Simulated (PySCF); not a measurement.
C3H5, charge -1, singlet, geometry from GFN2-xTB (in this run its highest filled SCF level lies above zero, so its values depend strongly on the basis, on diffuse functions most of all). Base run: M062X/6-31G* (PySCF).

Input for PySCF:
```python
from pyscf import gto, scf, dft

mol = gto.Mole()
mol.atom = '''
    C     1.249129   -0.000818   -0.143957
    C    -0.043761    0.376789    0.127233
    H     1.496123   -0.995999   -0.495123
    H     2.083556    0.681632   -0.018615
    H    -0.164016    1.412188    0.476863
    C    -1.209058   -0.344200    0.027453
    H    -2.172834    0.087060    0.278184
    H    -1.220689   -1.375508   -0.305679
'''
mol.basis = '6-31g*'
mol.charge = -1
mol.spin = 0
mol.verbose = 4
mol.symmetry = True
mol.build()

mf = dft.RKS(mol)
mf.xc = 'm062x'
mf.kernel()
mf.analyze()
```

The base run was repeated with changes; each row names its change, and settings that it needs were set with it.

```json
[
 {"change": "base", "ΔE vs base (eV)": "0.00", "point group used": "C2v", "SCF cycles": "8"},
 {"change": "irrep_nelec = A1:12 B1:4 B2:8", "ΔE vs base (eV)": "10.69", "point group used": "C2v", "SCF cycles": "8"},
 {"change": "symmetry_subgroup = C2", "ΔE vs base (eV)": "0.00", "point group used": "C2", "SCF cycles": "8"},
 {"change": "irrep_nelec = A1:14 B1:2 B2:8", "ΔE vs base (eV)": "12.20", "point group used": "C2v", "SCF cycles": "12"},
 {"change": "irrep_nelec = A1:12 A2:2 B2:10", "ΔE vs base (eV)": "24.49", "point group used": "C2v", "SCF cycles": "10"},
 {"change": "symmetry_subgroup = Cs", "ΔE vs base (eV)": "0.00", "point group used": "Cs", "SCF cycles": "8"},
 {"change": "irrep_nelec = A1:12 A2:2 B1:4 B2:6", "ΔE vs base (eV)": "23.01", "point group used": "C2v", "SCF cycles": "11"},
 {"change": "symmetry = off", "ΔE vs base (eV)": "0.00", "point group used": "C1", "SCF cycles": "8"}
]
```
